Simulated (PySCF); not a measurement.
H2Cl2Si, singlet, at a GFN2-xTB geometry; CAMB3LYP/cc-pVDZ run with PySCF.

The PySCF input:
```python
from pyscf import gto, scf, dft

mol = gto.M(
    atom='''
Si   -0.02936543   -0.75380550    0.03346055
Cl    1.65605635    0.34030246    0.02683298
Cl   -1.62471822    0.46414191   -0.06254134
H    -0.09164621   -1.50633088    1.27695919
H    -0.02998600   -1.61594636   -1.13836493
''',
    basis='cc-pvdz',
    verbose=4,
    symmetry=True,
)

mf = dft.RKS(mol)
mf.xc = 'camb3lyp'
mf.kernel()
mf.analyze()
```

What the program printed (banner, timings and long lists left out):

```
PySCF version 2.14.0

[INPUT] verbose = 4
[INPUT] num. atoms = 5
[INPUT] num. electrons = 50
[INPUT] charge = 0
[INPUT] spin (= nelec alpha-beta = 2S) = 0
[INPUT] symmetry True subgroup None
[INPUT] Mole.unit = angstrom
[INPUT] Symbol           X                Y                Z      unit          X                Y                Z       unit  Magmom
[INPUT]  1 Si    -0.029365430000  -0.753805500000   0.033460550000 AA   -0.055492620230  -1.424485946191   0.063231275477 Bohr   0.0
[INPUT]  2 Cl     1.656056350000   0.340302460000   0.026832980000 AA    3.129492948347   0.643078448916   0.050706983306 Bohr   0.0
[INPUT]  3 Cl    -1.624718220000   0.464141910000  -0.062541340000 AA   -3.070272465391   0.877101092833  -0.118186004063 Bohr   0.0
[INPUT]  4 H     -0.091646210000  -1.506330880000   1.276959190000 AA   -0.173186237254  -2.846552816175   2.413103141346 Bohr   0.0
[INPUT]  5 H     -0.029986000000  -1.615946360000  -1.138364930000 AA   -0.056665327571  -3.053696052388  -2.151197947510 Bohr   0.0

nuclear repulsion = 195.022327561021
point group symmetry = C2v
symmetry origin: [-7.55890215e-10  1.88972611e-09 -6.04712361e-09]
symmetry axis x: [ 0.99891828 -0.03770619  0.02721237]
symmetry axis y: [-0.02549421  0.04532195  0.99864707]
symmetry axis z: [-0.03888849 -0.99826057  0.04431163]
num. orbitals of irrep A1 = 26
num. orbitals of irrep A2 = 7
num. orbitals of irrep B1 = 18
num. orbitals of irrep B2 = 13
number of shells = 21
number of NR pGTOs = 137
number of NR cGTOs = 64
basis = cc-pvdz
ecp = {}

******** <class 'pyscf.dft.rks_symm.SymAdaptedRKS'> ********
method = SymAdaptedRKS
initial guess = minao
damping factor = 0
level_shift factor = 0
DIIS = <class 'pyscf.scf.diis.CDIIS'>
diis_start_cycle = 1
diis_space = 8
diis_damp = 0
SCF conv_tol = 1e-09
SCF conv_tol_grad = None
SCF max_cycles = 50
direct_scf = True
direct_scf_tol = 1e-13
XC library pyscf.dft.libxc version 7.1.2
    S. Lehtola, C. Steigemann, M. J. T. Oliveira, and M. A. L. Marques,  SoftwareX 7, 1–5 (2018)
XC functionals = camb3lyp
    T. Yanai, D. P. Tew, and N. C. Handy,  Chem. Phys. Lett. 393, 51 (2004)
radial grids:
    Treutler-Ahlrichs [JCP 102, 346 (1995); DOI:10.1063/1.469408] (M4) radial grids

becke partition: Becke, JCP 88, 2547 (1988); DOI:10.1063/1.454033
pruning grids: <function nwchem_prune>
grids dens level: 3
symmetrized grids: True
atomic radii adjust function: <function treutler_atomic_radii_adjust>
small_rho_cutoff = 0
Freeze 0 electrons in irreps []
    50 free electrons in irreps A1 A2 B1 B2
Set gradient conv threshold to 3.16228e-05
Initial guess from minao.
tot grids = 76560
init E= -1211.44054965042
HOMO (B2) = -0.352666903215463  LUMO (A1) = 0.017102211829894  gap/eV = 10.06193
cycle= 1 E= -1211.17623540653  delta_E= 0.264  |g|= 0.341  |ddm|=  1.7
HOMO (B1) = -0.367717809889497  LUMO (B1) = 0.0321673078690894  gap/eV = 10.88143
cycle= 2 E= -1211.1871006878  delta_E= -0.0109  |g|= 0.299  |ddm|= 0.641
HOMO (B2) = -0.379061271499918  LUMO (B1) = 0.0588185874442351  gap/eV = 11.91532
cycle= 3 E= -1211.21361597618  delta_E= -0.0265  |g|= 0.0106  |ddm|= 0.282
HOMO (B2) = -0.379866693180274  LUMO (B1) = 0.0590503696023004  gap/eV = 11.94354
cycle= 4 E= -1211.21366483266  delta_E= -4.89e-05  |g|= 0.00327  |ddm|= 0.0177
HOMO (B2) = -0.379504577236939  LUMO (B1) = 0.0592873747996463  gap/eV = 11.94014
cycle= 5 E= -1211.21366823196  delta_E= -3.4e-06  |g|= 0.000767  |ddm|= 0.00451
HOMO (B2) = -0.379648544151725  LUMO (B1) = 0.0591531938051  gap/eV = 11.94040
cycle= 6 E= -1211.21366844947  delta_E= -2.18e-07  |g|= 0.000124  |ddm|= 0.00115
HOMO (B2) = -0.379631174674671  LUMO (B1) = 0.0591610063352164  gap/eV = 11.94014
cycle= 7 E= -1211.21366845809  delta_E= -8.62e-09  |g|= 2.05e-05  |ddm|= 0.000254
HOMO (B2) = -0.379631139483191  LUMO (B1) = 0.059163209376669  gap/eV = 11.94020
cycle= 8 E= -1211.21366845842  delta_E= -3.35e-10  |g|= 7.32e-06  |ddm|= 5.81e-05
HOMO (B2) = -0.379631490051874  LUMO (B1) = 0.0591623887587769  gap/eV = 11.94019
Extra cycle  E= -1211.21366845844  delta_E= -1.68e-11  |g|= 3.61e-06  |ddm|= 1.1e-05
converged SCF energy = -1211.21366845844
**** SCF Summaries ****
Total Energy =                       -1211.213668458437951
Nuclear Repulsion Energy =             195.022327561020688
One-electron Energy =                -2061.693732931612885
Two-electron Energy =                  655.457736912154132
Two-electron Coulomb Energy =          733.758115832633507
DFT Exchange-Correlation Energy =      -78.300378920479432
HOMO-LUMO gap [eV] =                    11.940189619529733
Wave-function symmetry = A1
occupancy for each irrep:     A1   A2   B1   B2
                              11    2    8    4
**** MO energy ****
MO #1 (A1 #1), energy= -101.616388525363 occ= 2
MO #2 (B1 #1), energy= -101.616388481161 occ= 2
MO #3 (A1 #2), energy= -66.2900555403471 occ= 2
MO #4 (A1 #3), energy= -9.53865773691025 occ= 2
MO #5 (B1 #2), energy= -9.5386202350542 occ= 2
MO #6 (B1 #3), energy= -7.29956185360869 occ= 2
MO #7 (A1 #4), energy= -7.29955957331076 occ= 2
MO #8 (B1 #4), energy= -7.2934918253889 occ= 2
MO #9 (A1 #5), energy= -7.29349068369741 occ= 2
MO #10 (B2 #1), energy= -7.2931961727381 occ= 2
MO #11 (A2 #1), energy= -7.29319557324809 occ= 2
MO #12 (A1 #6), energy= -5.43521937738846 occ= 2
MO #13 (B1 #5), energy= -3.79631231117418 occ= 2
MO #14 (A1 #7), energy= -3.79414363887432 occ= 2
MO #15 (B2 #2), energy= -3.79137868201446 occ= 2
MO #16 (A1 #8), energy= -0.943533585250569 occ= 2
MO #17 (B1 #6), energy= -0.913544203176184 occ= 2
MO #18 (A1 #9), energy= -0.630633495567084 occ= 2
MO #19 (B2 #3), energy= -0.484076056230643 occ= 2
MO #20 (A1 #10), energy= -0.483056260831258 occ= 2
MO #21 (B1 #7), energy= -0.48279526505333 occ= 2
MO #22 (A1 #11), energy= -0.408382200146947 occ= 2
MO #23 (A2 #2), energy= -0.405235705075083 occ= 2
MO #24 (B1 #8), energy= -0.391480756781355 occ= 2
MO #25 (B2 #4), energy= -0.379631490051874 occ= 2
MO #26 (B1 #9), energy= 0.0591623887587769 occ= 0
MO #27 (A1 #12), energy= 0.0625794227672616 occ= 0
MO #28 (A1 #13), energy= 0.104120797875867 occ= 0
MO #29 (B2 #5), energy= 0.121346652224102 occ= 0
MO #30 (A1 #14), energy= 0.279753367647051 occ= 0
MO #31 (B2 #6), energy= 0.29837647224723 occ= 0
MO #32 (B1 #10), energy= 0.303486296959193 occ= 0
MO #33 (A1 #15), energy= 0.309475338252544 occ= 0
 ** Mulliken pop on meta-lowdin orthogonal AOs  **
 ** Mulliken pop  **
 ** Mulliken atomic charges  **
charge of    0Si =      0.74369
charge of    1Cl =     -0.27043
charge of    2Cl =     -0.27043
charge of    3H =     -0.10141
charge of    4H =     -0.10141
Dipole moment(X, Y, Z, Debye): -0.04848, -1.24457,  0.05525
```
